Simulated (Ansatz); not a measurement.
One change: `COCN[SiH3]` becomes `OCN[SiH3]`.

Ansatz, PBE0-D4/def2-TZVP geometries, multiplicity 1. Each molecule was computed in one conformer, which needn't be the lowest.

```json
{"property": "HOMO energy (PBE0/def2-TZVPP) / eV", "`COCN[SiH3]`": "-7.29"}
{"property": "size of the dipole moment (B3LYP/def2-TZVPP) / D", "`COCN[SiH3]`": "1.86"}
{"property": "HOMO–LUMO gap (PBE0/def2-TZVPP) / eV", "`COCN[SiH3]`": "7.75"}
{"property": "size of the dipole moment (ωB97M-V/def2-TZVPP) / D", "`COCN[SiH3]`": "1.89"}
{"property": "HOMO–LUMO gap (PBE/def2-TZVPP) / eV", "`COCN[SiH3]`": "5.49"}
{"property": "HOMO–LUMO gap (B3LYP/def2-TZVPP) / eV", "`COCN[SiH3]`": "7.26"}
```

Question: Give the same properties after the change, and the shifts. (Estimate.)

Answer: The calculation gave: 
| property | `OCN[SiH3]` | shift |
| --- | --- | --- |
| HOMO energy (PBE0/def2-TZVPP) / eV | -7.25 | 0.04 |
| size of the dipole moment (B3LYP/def2-TZVPP) / D | 0.85 | -1.01 |
| HOMO–LUMO gap (PBE0/def2-TZVPP) / eV | 7.59 | -0.16 |
| size of the dipole moment (ωB97M-V/def2-TZVPP) / D | 0.85 | -1.04 |
| HOMO–LUMO gap (PBE/def2-TZVPP) / eV | 5.36 | -0.13 |
| HOMO–LUMO gap (B3LYP/def2-TZVPP) / eV | 7.12 | -0.14 |

The zero-point energy changes by -74.0 kJ/mol with -9 modes. Dipoles are sizes alone; their direction can turn.

Positive LUMOs are unbound, so they and the gaps depend on the basis.

B3LYP here is the variant with VWN-RPA as its local correlation; programs differ in this.
